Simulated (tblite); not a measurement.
C₆H₇O₄P.
Cartesian coordinates in Å at the GFN2-xTB level; atoms count from 1:
```
atom  x, y, z in Å
C1     3.268   -0.857   -2.287
O2     2.406   -0.081   -1.471
C3     1.195   -0.619   -1.206
O4     0.826   -1.692   -1.616
C5     0.450    0.308   -0.377
O6    -0.816   -0.012    0.005
C7    -1.339    0.960    0.742
O8    -2.581    0.819    1.204
C9    -3.246   -0.389    0.869
C10   -0.534    2.046    0.965
P11    1.022    1.836    0.179
H12    3.667   -1.702   -1.720
H13    2.727   -1.239   -3.155
H14    4.074   -0.195   -2.594
H15   -2.708   -1.254    1.262
H16   -4.230   -0.320    1.328
H17   -3.343   -0.494   -0.215
H18   -0.846    2.892    1.545
```

Calculated harmonic vibrations of the isolated species, GFN2-xTB (tblite), most abundant isotopes, no scaling. The method is semi-empirical: single wavenumbers can be off by several per cent or more. One conformer, not necessarily the lowest.

Harmonic wavenumbers (cm⁻¹): 38.2, 55.9, 81.7, 94.2, 105.3, 151.4, 190.5, 191.3, 261.8, 284.7, 342.2, 427.8, 436.2, 441.7, 583.1, 618.9, 685.1, 701.8, 764.1, 796.4, 878.1, 946.4, 1001.8, 1041.4, 1113.7, 1119.1, 1125.9, 1137.9, 1150.9, 1154.0, 1214.8, 1268.1, 1325.1, 1385.2, 1398.1, 1442.4, 1450.5, 1463.7, 1464.4, 1513.8, 1751.0, 2964.9, 2969.0, 2977.2, 2982.4, 3040.8, 3041.9, 3166.3.

A = 1970, B = 609.3, C = 468.1 MHz; mass 174.008 u (most abundant isotopes); point group C1, symmetry number 1.

**Question.** What is the zero-point energy?

**Answer.** Half the sum of the wavenumbers: 27371 cm⁻¹ = 78.26 kcal/mol.

**Question.** Give the ideal-gas entropy at 400 K and 1 bar in the rigid-rotor, harmonic-oscillator model (classical rotation).

**Answer.** Translation 42.86, rotation 31.60, vibration 49.00: S = 123.5 cal/(mol K).

**Question.** And Cp and H(400 K) − H(0)?

**Answer.** Cp = 51.44 cal/(mol K), of which vibrations give 43.49 (their classical limit is 48 R = 95.4); H(400 K) − H(0) = 12.74 kcal/mol without the zero-point energy, 9.56 from vibrations.

**Question.** Which modes carry the vibrational entropy at 400 K?

**Answer.** 38.2 cm⁻¹: 5.93; 55.9 cm⁻¹: 5.18; 81.7 cm⁻¹: 4.43; 94.2 cm⁻¹: 4.15; 105.3 cm⁻¹: 3.93; 151.4 cm⁻¹: 3.22 cal/(mol K); the other 42 give 22.17 together.

**Question.** How do the functions run with temperature in this model?

**Answer.** 
```tsv
T (K)	S (cal/(mol K))	Cp (cal/(mol K))	H − H(0) (kcal/mol)	G − H(0) (kcal/mol)	ln q(vib)
100	76.1	22.6	1.53	-6.08	2.68
200	95.0	32.6	4.31	-14.69	6.26
300	110.0	42.2	8.05	-24.96	9.54
500	135.8	59.3	18.29	-49.61	15.57
800	167.5	75.3	38.73	-95.30	23.70
1000	185.1	81.9	54.49	-130.60	28.59
```

q(vib) and H(0) count from the zero-point level.

**Question.** Blend soft modes into free rotors: weight 1/[1 + (100 cm⁻¹/ν̃)⁴] for the oscillator and the rest for a rotor with moment μB/(μ + B), μ = h/(8π²ν), B = 10⁻⁴⁴ kg m². What vibrational entropy results?

**Answer.** 44.13 cal/(mol K) in place of 49.00, which changes −T·S at 400 K by +1.95 kcal/mol.

**Question.** What must be added to the electronic energy to get the Gibbs energy at 400 K and 1 bar?

**Answer.** ZPE + [H(400 K) − H(0)] − T·S = 78.26 + 12.74 − 49.38 = 41.62 kcal/mol.

Hindered rotation and anharmonicity are outside this model. Other conformers, if any are populated, would add a mixing term that is left out. The structure is chiral; the term R ln 2 for an equal mix with its mirror image is left out.
